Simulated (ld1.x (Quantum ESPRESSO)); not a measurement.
# Logarithmic derivatives: zirconium, PAW

ld1.x (Quantum ESPRESSO) 7.5 input, shortened:

```
&input
   title='Zr', zed=40., rel=1, dft='PBE', iswitch=3,
   config='[Kr] 4d2 5s2 5p0'
 /
 &inputp
   pseudotype=3, lpaw=.true., tm=.true., lloc=-1, rcloc=3.60,
   nlcc=.true., new_core_ps=.true., rcore=3.25,
   which_augfun='BESSEL', rmatch_augfun=2.25
 /
6
5S  1  0   2.00   0.00  2.80  3.40  0.0
5S  1  0   0.00   5.05  2.80  3.40  0.0
5P  2  1   0.00   0.00  3.40  4.10  0.0
5P  2  1   0.00   1.00  3.40  4.10  0.0
4D  3  2   2.00   0.00  2.80  3.10  0.0
4D  3  2   0.00   0.30  2.80  3.10  0.0
 &test
   configts(1)='4d2 5s2 5p0'
 /
```

The phase is arctan(r·u′/u) with u = r·R(r), unwrapped; energies in Ry, scanned from -2 to 5 Ry. A pole is an energy at which the radial function vanishes at the test radius. The pseudo phase is shifted by a multiple of π to meet the all-electron one at the reference energy, and phase errors are pseudo minus all-electron; the curves can meet again beyond the range given. Levels narrower than the energy grid can be missing from the lists of poles.

Task: For each channel, where are the poles, and over which energies does the pseudopotential scatter like the atom?

Result:

| channel | radius (bohr) | reference energy (Ry) | poles, all-electron | poles, pseudo | unbroken range about the reference energy with phases within 0.05 rad | phase error 1 Ry above the reference energy (rad) |
| --- | --- | --- | --- | --- | --- | --- |
| s | 4.45 | -0.33 | 0.04, 2.74 | 0.03, 2.47 | below 0.6 | -0.063 |
| p | 4.45 | -0.11 | 0.56, 3.40 | 0.56, 2.84, 4.79 | below 1.7 | -0.000 |
| d | 4.45 | -0.26 | -0.20, 1.61, 4.67 | -0.20, 1.62, 4.89 | below 2.7 | +0.000 |

Phases in the p channel:

```
E (Ry)  all-electron  pseudo
 -2.00         1.400   1.399
 -1.76         1.386   1.385
 -1.52         1.368   1.368
 -1.28         1.345   1.344
 -1.04         1.311   1.310
 -0.80         1.256   1.256
 -0.56         1.150   1.150
 -0.32         0.854   0.853
 -0.08        -0.435  -0.435
  0.16        -1.292  -1.292
  0.40        -1.500  -1.501
  0.64        -1.599  -1.599
  0.88        -1.673  -1.673
  1.12        -1.751  -1.751
  1.36        -1.872  -1.874
  1.60        -2.169  -2.195
  1.84        -3.347  -3.536
  2.08        -4.258  -4.344
  2.32        -4.484  -4.543
  2.56        -4.579  -4.636
  2.80        -4.633  -4.702
  3.04        -4.670  -4.774
  3.28        -4.699  -4.920
  3.52        -4.724  -6.381
  3.76        -4.748  -7.613
  4.00        -4.773  -7.740
  4.24        -4.802  -7.791
  4.48        -4.841  -7.823
  4.72        -4.902  -7.847
  4.96        -5.022  -7.868
```
